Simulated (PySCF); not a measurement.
Spectrum to structure. Level of theory: TDDFT CAM-B3LYP/def2-SVPD, vertical, gas phase, core orbitals frozen in the response (PySCF 2.14.0, density-fitted response routines). Geometries: GFN2-xTB, one conformer each. The highest level found (7.17 eV, f 0.0004 so far) is left out, since the window may have cut off a degenerate partner.

```
state  ν̃ (cm⁻¹)       f   main configurations (H = HOMO, L = LUMO)
   S1      40980   0.227                     H→L (85%), H-1→L (10%)
   S2      42720  0.0008                                H-2→L (87%)
   S3      43360   0.109                     H-1→L (83%), H→L (11%)
   S4      53330  0.0035  H-1→L+2 (28%), H→L+2 (20%), H-1→L+1 (13%)
   S5      53390  0.0005    H→L+2 (28%), H-1→L+2 (19%), H→L+1 (19%)
   S6      55920  0.0007      H→L+1 (54%), H→L+3 (22%), H→L+2 (16%)
   S7      56090   0.037                                H-3→L (89%)
```

Triplets computed (Tamm–Dancoff): 3.36, 4.09, 4.91 eV.

Question: Which candidate is it? All have the formula C6H6O2S.
A. `C=CC1=CSCC(=O)O1`
B. `CC(=O)OC1=CSC=C1`
C. `COC(=O)c1cccs1`

Answer: C. Its S1 lies at 5.08 eV; the nearest of the others has S1 at 5.64 eV. S1 is HOMO→LUMO (85%), HOMO-1→LUMO (10%). Löwdin shares by element: HOMO carbon 79% or more (atoms not listed hold the other 21%); LUMO carbon 44% or more, sulfur 16% (atoms not listed hold the other 40%). At the same level the other candidates give, for their lowest levels:
- `C=CC1=CSCC(=O)O1`: 4.42 eV (f 0.170); 5.24 eV (f 0.298); 5.46 eV (f 0.028); 5.65 eV (f 0.015); 6.06 eV (f 0.010); T1 2.88 eV; HOMO -7.65, LUMO -0.44 eV
- `CC(=O)Oc1ccsc1`: 5.64 eV (f 0.090); 5.80 eV (f 0.001); 5.98 eV (f 0.029); 6.09 eV (f 0.003); 6.45 eV (f 0.005); T1 3.85 eV; HOMO -8.13, LUMO 0.46 eV

Orbitals of the list HOMO-3 to LUMO+2 that lie within 0.01 eV of each other are written together with a slash and their weights summed (≥ marks a lower bound); for degenerate orbitals outside that list single weights are arbitrary.

Conformer computed: `[CH3:1][O:2][C:3](=[O:4])[c:5]1[cH:6][cH:7][cH:8][s:9]1`: C1–O2–C3–O4 1°, O2–C3–C5–C6 180°.
